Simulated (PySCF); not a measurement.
Positional isomers: benzothiophene boryl+vinyl. All species are isolated molecules in the gas phase. One relaxed conformer stands for each flexible species; it need not be the lowest. Strings in code marks are SMILES.

The HOMO–LUMO gap from two functionals at the same geometries (B3LYP-D3(BJ)/def2-SVP), both in PySCF: PBE-D3(BJ)/def2-TZVP and TPSSh-D3(BJ)/def2-TZVP. 

| species | PBE-D3(BJ)/def2-TZVP (eV) | TPSSh-D3(BJ)/def2-TZVP (eV) |
|---|---|---|
| `Bc1cc2ccc(C=C)cc2s1` | 2.46 | 3.19 |
| `c1ccc2c(c1C=C)sc(B)c2` | 2.38 | 3.14 |
| `Bc1cc2ccsc2cc1C=C` | 2.80 | 3.59 |
| `c1csc2c1c(ccc2B)C=C` | 2.39 | 3.15 |

Over these rows, drawn at random from the members with no instability flagged (it was tested for open shells, ions and some series alone), PBE minus TPSSh-D3(BJ): mean -0.76 eV, from -0.79 eV to -0.73 eV.
